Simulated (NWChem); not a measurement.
All runs are NWChem calculations. System: H$_{3}$ClSi, charge 0, spin multiplicity 1, at a geometry optimised with B3LYP/def2-SVP. The structure started from a generated list of species. Level: RI-MP2/cc-pVDZ, 10 core orbitals frozen.

Input file:

```
start mol
memory heap 200 mb stack 900 mb global 1100 mb
geometry units angstroms nocenter noautoz
  Si     0.996521     0.027906     0.000000
  Cl    -1.081792    -0.030294     0.000000
  H      1.460043     0.744376     1.217998
  H      1.460043     0.744376    -1.217998
  H      1.519090    -1.364432     0.000000
  symmetry group Cs
end
basis spherical
  * library cc-pvdz
end
basis "ri-mp2 basis" spherical
  * library cc-pvdz-ri
end
scf
  rhf
  nopen 0
  maxiter 100
  thresh 1e-7
  semidirect memsize 60000000 filesize 0
end
mp2
  freeze core 10
end
task rimp2 energy
```

Output (cleaned and shortened):

```
             Northwest Computational Chemistry Package (NWChem) 7.3.0
             --------------------------------------------------------

                                NWChem Input Module
                                -------------------

 Scaling coordinates for geometry "geometry" by  1.889725989
 (inverse scale =  0.529177249)

 Turning off AUTOSYM since
 SYMMETRY directive was detected!

                             Geometry "geometry" -> ""
                             -------------------------

 Output coordinates in angstroms (scale by  1.889725989 to convert to a.u.)

  No.       Tag          Charge          X              Y              Z
 ---- ---------------- ---------- -------------- -------------- --------------
    1 Si                  14.0000     0.99652100     0.02790600     0.00000000
    2 Cl                  17.0000    -1.08179200    -0.03029400     0.00000000
    3 H                    1.0000     1.46004300     0.74437600     1.21799800
    4 H                    1.0000     1.46004300     0.74437600    -1.21799800
    5 H                    1.0000     1.51909000    -1.36443200     0.00000000

 Effective nuclear repulsion energy (a.u.)      85.4045721171

            Nuclear Dipole moment (a.u.)
            ----------------------------
        X                 Y               Z
 ---------------- ---------------- ----------------
     0.0000113384     0.0000113384     0.0000000000

      Symmetry information
      --------------------

 Group name             Cs
 Group number              2
 Group order               2
 No. of unique centers     4

      Symmetry unique atoms

     1    2    3    5


 Summary of "ao basis" -> "" (spherical)
 ------------------------------------------------------------------------------
       Tag                 Description            Shells   Functions and Types
 ---------------- ------------------------------  ------  ---------------------
 *                          cc-pvdz                   on all atoms

 Summary of "ri-mp2 basis" -> "" (spherical)
 ------------------------------------------------------------------------------
[...]
 ------------------------------------------------------------------------------
       Tag                 Description            Shells   Functions and Types
 ---------------- ------------------------------  ------  ---------------------
 Si                        cc-pvdz-ri               24       76   9s7p5d3f
 Cl                        cc-pvdz-ri               24       76   9s7p5d3f
 H                         cc-pvdz-ri                6       14   3s2p1d

 SCF Reference Information:
            File: './mol.movecs'
           Title: ''
    Size (AOxMO):     51 x     51
       Total Occ:              34.00
 RI-MP2 Calculation Information:
          Nr. of AO basis functions:         51
     Nr. of fitting basis functions:        194
               Nr. of MO spin cases:          1
        Nr. of MOs to be correlated:         41
     Nr. of occupied MOs correlated:          7
      Nr. of virtual MOs correlated:         34

          RI integral approximation: 'V'
    Threshold for Schwarz screening:  1.000E-09
 Smallest eigenvalue retained in fit  1.000E-08
    Type of storage for MO integrals 'EAF library'

 Transformation block size    7, requiring     1 integral passes.
 XForm_3cInts: Completed     1:    7 pass.
 Energy evaluation using block sizes     7    7
 RIMP2_V_E2: Approx. ints. done (    1:    7,    1:    7)
 RIMP2_V_E2: Copy to B done (    1:    7,    1:    7)
 RIMP2_V_E2: Denominators done (    1:    7,    1:    7)
 RIMP2_V_E2: Completed block (    1:    7,    1:    7)

          -------------------------------------------
          SCF energy                -750.222019897237
          Correlation energy          -0.239445794827
          Total MP2 energy          -750.461465692064
          -------------------------------------------

 -----------------------
 Performance information
 -----------------------

 Timer overhead =  1.22D-07 seconds/call

               Nr. of calls         CPU time (s)                 Wall time (s)                GFlops
             ---------------    -------------------     ------------------------------   -------------------
Name         Min   Avg   Max    Min     Avg     Max     Min     Avg     Max   Mx/calls   Min     Max     Sum
Overall       1     1     1   0.76    0.76    0.76     0.76    0.76    0.76    0.76      0.0     0.0     0.0
3c integr     1     1     1   7.94E-2 7.94E-2 7.94E-2  7.94E-2 7.94E-2 7.94E-2 7.94E-2   0.0     0.0     0.0
Energy        1     1     1   4.03E-3 4.03E-3 4.03E-3  4.03E-3 4.03E-3 4.03E-3 4.03E-3   0.0     0.0     0.0
3c integr     1     1     1   7.83E-2 7.83E-2 7.83E-2  7.83E-2 7.83E-2 7.83E-2 7.83E-2   0.0     0.0     0.0
First 2/3     3     3     3   3.95E-4 3.95E-4 3.95E-4  3.95E-4 3.95E-4 3.95E-4 1.32E-4   0.0     0.0     0.0
Final 1/3     1     1     1   4.73E-4 4.73E-4 4.73E-4  4.73E-4 4.73E-4 4.73E-4 4.73E-4   0.0     0.0     0.0
Write 3c      1     1     1   9.21E-5 9.21E-5 9.21E-5  9.21E-5 9.21E-5 9.21E-5 9.21E-5   0.0     0.0     0.0
Read 3c i     1     1     1   4.29E-5 4.29E-5 4.29E-5  4.29E-5 4.29E-5 4.29E-5 4.29E-5   0.0     0.0     0.0
Fitting b     1     1     1   1.39E-2 1.39E-2 1.39E-2  1.39E-2 1.39E-2 1.39E-2 1.39E-2   0.0     0.0     0.0
Schwarz i     1     1     1   6.25E-3 6.25E-3 6.25E-3  6.25E-3 6.25E-3 6.25E-3 6.25E-3   0.0     0.0     0.0
Form 4ci      1     1     1   5.02E-4 5.02E-4 5.02E-4  5.03E-4 5.03E-4 5.03E-4 5.03E-4   0.0     0.0     0.0
Form A &      1     1     1   3.17E-3 3.17E-3 3.17E-3  3.17E-3 3.17E-3 3.17E-3 3.17E-3   0.0     0.0     0.0
Denominat     1     1     1   2.70E-5 2.70E-5 2.70E-5  2.70E-5 2.70E-5 2.70E-5 2.70E-5   0.0     0.0     0.0
Pair Ener     1     1     1   1.38E-4 1.38E-4 1.38E-4  1.38E-4 1.38E-4 1.38E-4 1.38E-4   0.0     0.0     0.0

 The average no. of pstat calls per process was 1.60D+01
 with a timing overhead of 1.95D-06s

 Task  times  cpu:        0.8s     wall:        0.8s

 Total times  cpu:        0.8s     wall:        0.8s
```
